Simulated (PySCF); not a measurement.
Isomers of C5H6Se. Method used: PySCF, PBE0-D3(BJ)/def2-SVP geometry optimisation, gas phase. One conformer each; no zero-point energy, no entropy. No frequencies were run at this level. Point groups hold within 0.08 Å.

Question: Order them by energy at this level, lowest first, and give relative energies in kcal/mol.
A. `Cc1cc[se]c1`
B. `[CH:1]#[C:2][C:3](=[CH2:4])[Se:5][CH3:6]` with C2–C3–Se5–C6 1°

Answer: A (0.0), B (59.3).

As drawn, the lower has an aromatic ring, which the higher lacks; the higher has a C≡C bond and a C=C bond outside aromatic rings, which the lower lacks.

```csv
SMILES,E (Eh),E rel (kcal/mol),dipole (D),point group,"A, B, C (MHz)"
Cc1cc[se]c1,-2594.74043,0.0,0.70,Cs,"6285, 1685, 1340"
C#CC(=C)[Se]C,-2594.64589,59.3,1.28,Cs,"3475, 1965, 1265"
```

How do the relative energies change in single points at CAM-B3LYP/def2-SVPD (no added dispersion term) on the same geometries?

```json
{"SMILES": "Cc1cc[se]c1", "PBE0-D3(BJ)/def2-SVP (kcal/mol)": "0.0", "CAM-B3LYP/def2-SVPD (kcal/mol)": "0.0", "shift": "0.0"}
{"SMILES": "C#CC(=C)[Se]C", "PBE0-D3(BJ)/def2-SVP (kcal/mol)": "59.3", "CAM-B3LYP/def2-SVPD (kcal/mol)": "54.2", "shift": "-5.1"}
```

Each column counts from its own lowest isomer. The order is unchanged; the largest shift is 5.1 kcal/mol.
